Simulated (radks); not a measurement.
Values are calculated unless marked as measured or tabulated.
Problem. The mean radii <r> (bohr) of the occupied orbitals of an atom or ion are listed with their occupations. Code: a radial shooting solver on a logarithmic mesh with Libxc functionals. Model: Dirac Kohn-Sham, LB94 model potential, spin-unpolarised, spherical densities, finite nucleus; Fermi nuclear charge, rms radius of each element as measured or else 0.836 A^(1/3) + 0.57 fm.

orbital  occ.      <r>
1s1/2       2  0.03603
2s1/2       2   0.1573
2p1/2       2   0.1341
2p3/2       4   0.1386
3s1/2       2   0.4429
3p1/2       2   0.4377
3p3/2       4   0.4482
3d3/2       4   0.4275
3d5/2       6   0.4310
4s1/2       2    1.102
4p1/2       2    1.182
4p3/2       3    1.206

Name the element and its charge. Open shells, if any, fill j = l - 1/2 first.

Solution. Z = 41, niobium, charge +6: Nb6+ in [Ar] 3d10 4s2 4p5. The 1s radius gives Z: for a bare nucleus <r> = (2 gamma + 1)/(2Z) with gamma = sqrt(1 - (Z/c)^2), 0.03547 bohr for Z = 41, and screening makes it slightly larger (0.03603 here). The occupations add up to 35, and the charge is Z minus that.
